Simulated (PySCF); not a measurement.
**Os⁷²⁺ (osmium, charge +72): Hartree-Fock from Schrödinger to Dirac-Coulomb-Breit**

Occupied: 1s1/2, 2s1/2. Hartree-Fock calculated with PySCF 2.14 in an uncontracted even-tempered set (18 s from 20 bohr⁻², ratio 2.3; 15 p from 23 bohr⁻², ratio 2.3), Gaussian nucleus throughout. NR is non-relativistic, sf-X2C the spin-free one-electron X2C Hamiltonian, X2C adds the bare one-electron spin-orbit term, X2C-SNSO screens it by Boettger's factors, DC is four-component Dirac-Coulomb, and the Gaunt and Breit terms are added at first order (total energies over the DC spinors, levels after relaxing the spinors in that mean field). QED terms are absent. Levels marked empty are virtual spinors of this ion.

```json
{"Hamiltonian": "NR", "E (hartree)": "-7100.8960", "E − E(DC) (hartree)": "675.4187", "CPU seconds": "0.32"}
{"Hamiltonian": "sf-X2C", "E (hartree)": "-7772.2173", "E − E(DC) (hartree)": "4.0973", "CPU seconds": "0.2"}
{"Hamiltonian": "X2C", "E (hartree)": "-7772.2173", "E − E(DC) (hartree)": "4.0973", "CPU seconds": "0.2"}
{"Hamiltonian": "X2C-SNSO", "E (hartree)": "-7772.2173", "E − E(DC) (hartree)": "4.0973", "CPU seconds": "0.2"}
{"Hamiltonian": "DC", "E (hartree)": "-7776.3146", "E − E(DC) (hartree)": "0.0000", "CPU seconds": "3.5"}
{"Hamiltonian": "DC+Gaunt", "E (hartree)": "-7768.3183", "E − E(DC) (hartree)": "7.9964", "CPU seconds": "5.7"}
{"Hamiltonian": "DC+Breit", "E (hartree)": "-7768.4947", "E − E(DC) (hartree)": "7.8199", "CPU seconds": "46"}
```

```tsv
level (eV)	NR	sf-X2C	X2C	X2C-SNSO	DC	DC+Gaunt	DC+Breit
1s1/2	-76485.6	-83246.2	-83246.2	-83246.2	-83344.2	-83152.5	-83154.8
2s1/2	-18524.7	-20600.9	-20600.9	-20600.9	-20613.0	-20589.7	-20592.0
2p1/2 (empty)	-18091.7	-18855.0	-20090.8	-20051.9	-20065.9	-20023.3	-20028.9
2p3/2 (empty)	-18091.7	-18855.0	-18372.5	-18384.4	-18386.9	-18364.5	-18370.1
3s1/2 (empty)	-8009.8	-8709.9	-8709.9	-8709.9	-8713.1	-8706.7	-8707.7
```

```
interval (eV)   X2C  X2C-SNSO    DC  DC+Gaunt  DC+Breit
2p3/2 − 2p1/2  1718      1667  1679      1659      1659
```

Weight of the small component: 1s1/2 0.0831, 2s1/2 0.0204, 2p1/2 0.0202, 2p3/2 0.0184, 3s1/2 0.00858.

Koopmans' value for the highest occupied level at DC+Breit: 20592.0 eV, against an ionisation energy of 20570 ± 70 eV (theoretical estimate listed by NIST; NIST Atomic Spectra Database, ionization energies); the former lacks relaxation, correlation, QED and recoil.

The whole ladder took 58 s of wall time on 1 thread of Neoverse-V2 (shared host), launched as `OMP_NUM_THREADS=1 python relrun2.py TASK.json OUT` (a driver that calls PySCF for each Hamiltonian).
